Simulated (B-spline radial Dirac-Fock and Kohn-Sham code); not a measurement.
# Core-level shifts of lutetium with charge state

These are calculated numbers from an atomic code on a B-spline grid; the model is multi-electron Dirac-Fock with separately optimised hole states, Breit and Lamb-shift corrections added in first order. Each ion is free and in its tabulated ground configuration. Electron correlation is not included.

Reference: Lu⁶¹⁺, [He] 2s2 2p6, with K (1s) 68627.3 eV. Shifts from it, in eV (a dash: the subshell is empty, belongs to an open shell averaged over j, or its hole state is left out as unreliable):

```csv
ion,configuration,K (1s)
Lu⁶²⁺,[He] 2s2 2p5,+457.0
Lu⁶³⁺,[He] 2s2 2p4,+919.2
Lu⁶⁴⁺,[He] 2s2 2p3,+1386.4
Lu⁶⁵⁺,[He] 2s2 2p2,+1858.8
Lu⁶⁶⁺,[He] 2s2 2p1,+2336.3
Lu⁶⁷⁺,[He] 2s2,+2818.9
Lu⁶⁹⁺,1s2,+3691.3
Lu⁷⁰⁺,1s1,+5176.8
```
